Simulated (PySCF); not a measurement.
# Reading the logs of faulty runs: BGeH5NSi

Calculated results; nothing here was measured. The program is PySCF 2.14.0, an open-source quantum chemistry code, run on an isolated molecule that a program drew, which may never have been made. The molecule is BGeH5NSi (charge 0, doublet), drawn as the SMILES string `B=N[SiH][GeH3]`.

Each row is a Hartree-Fock (HF) and frozen-core CCSD(T) single point in the cc-pV(D+d)Z basis, meant for a local HF minimum. Run 1 is clean. Each other run has one planted mistake out of seven kinds, and not every kind appears here: one electron removed, one electron added, multiplicity raised by two, geometry at a saddle point, minimal basis STO-3G, one bond length entered in bohr, all coordinates scaled. The reference is restricted for singlets and unrestricted otherwise, and also for a bond in bohr. Adding or removing an electron swaps singlet and doublet. Electrons count all cores. HOMO and LUMO are orbital energies over both spins, the gradient is its largest component, and the lowest frequency (negative if imaginary) is given only where the gradient is small. Bond lengths are over the 8 bonds as drawn. T1 is the CCSD diagnostic: over 0.02 (restricted) or 0.045 (unrestricted) a single reference is doubtful. Germanium has the cc-pVDZ-PP basis, with a core potential (ECP10MDF) in place of its 10 inner electrons, and its 3s, 3p and 3d shells are frozen in CCSD(T).

Geometry of the clean run:
```xyz
9
BGeH5NSi, angstrom
B    -1.7694   -2.9397    1.0019
N    -1.0271   -2.2381    0.2917
Si    0.0859   -1.2845   -0.5886
Ge   -0.4623    1.0520   -0.4533
H    -2.4719   -3.6019    1.6661
H     0.1396   -1.7488   -1.9979
H     0.5553    1.8770   -1.2527
H    -0.4169    1.5149    1.0084
H    -1.8646    1.3511   -1.0047
```

```
run,electrons,basis functions,<S^2>,HOMO (eV),LUMO (eV),gradient (hartree/bohr),lowest frequency (cm^-1),mean bond (Å),longest bond (Å),T1,HF (hartree),CCSD(T) (hartree),mistake
1,63,99,0.760,-8.07,1.39,1.7e-05,88,1.5774,2.404,0.0173,-664.36328,-664.84396,no fault
2,63,99,0.761,-8.24,1.06,4.6e-02,-,1.6752,2.553,0.0195,-664.33207,-664.82624,all coordinates scaled
3,64,99,0.000,-0.60,8.04,6.9e-02,-,1.5774,2.404,0.0175,-664.34558,-664.86608,one electron added
4,63,99,1.766,-8.00,0.38,1.5e-02,-,1.7480,2.899,0.0187,-664.24518,-664.70194,?
```

**Which mistake was planted in run 4, and what did it cost?**

The mean bond changes by a factor of 1.108 and the longest by 1.206, so the molecule wasn't scaled as a whole. A length L in bohr read as angstrom grows by (1/0.5292 - 1) L = 0.890 L. The 8 bonds together grew by 8 x 0.1706 = 1.365 Å, which gives L = 1.534 Å. That is the length of one of the Ge-H bonds, 1.534 Å in the clean geometry. So the mistake is: one bond length entered in bohr. Subtracting run 1 and multiplying by 627.51 kcal/mol a hartree, the energy moved by 74.1 kcal/mol in HF and 89.1 kcal/mol in CCSD(T).

